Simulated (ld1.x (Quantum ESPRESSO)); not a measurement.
## u(r) = r·R(r): atom against pseudo-atom (sulfur)

Columns: radius, all-electron u(r) and pseudo u(r) of the 3p shell (level -7.26 eV) of sulfur in the configuration [Ne] 3s1.5 3p4.5; Wu–Cohen, scalar-relativistic, RRKJ scheme, ld1.x (Quantum ESPRESSO) 7.5.

```tsv
r (bohr)	all-electron	pseudo
0.070	0.1011	-0.0028
0.140	0.2383	-0.0114
0.210	0.3186	-0.0262
0.280	0.3332	-0.0475
0.350	0.2957	-0.0759
0.420	0.2232	-0.1113
0.490	0.1304	-0.1535
0.560	0.0280	-0.2018
0.630	-0.0761	-0.2548
0.700	-0.1769	-0.3109
0.770	-0.2710	-0.3682
0.840	-0.3566	-0.4247
0.910	-0.4329	-0.4788
0.980	-0.4995	-0.5289
1.050	-0.5567	-0.5741
1.120	-0.6047	-0.6138
1.190	-0.6440	-0.6478
1.260	-0.6751	-0.6762
1.330	-0.6988	-0.6989
1.400	-0.7158	-0.7158
1.470	-0.7268	-0.7268
1.540	-0.7326	-0.7326
1.610	-0.7339	-0.7339
1.680	-0.7312	-0.7312
1.750	-0.7251	-0.7251
1.820	-0.7162	-0.7162
```

**Question.** How many radial nodes do the two functions have?

**Answer.** The all-electron 3p function has n − l − 1 = 1; the pseudo-wave has 0, since the states of the same l below it are removed with the core.

**Question.** At about which radius was the pseudo-wave matched?

**Answer.** 1.40 bohr, where the columns begin to agree (steps of 0.07 bohr).

**Question.** Is the pseudo-wave norm-conserving?

**Answer.** Yes: the RRKJ scheme keeps the norm inside the radius equal to the all-electron one, which fixes the energy derivative of the logarithmic derivative at the level.
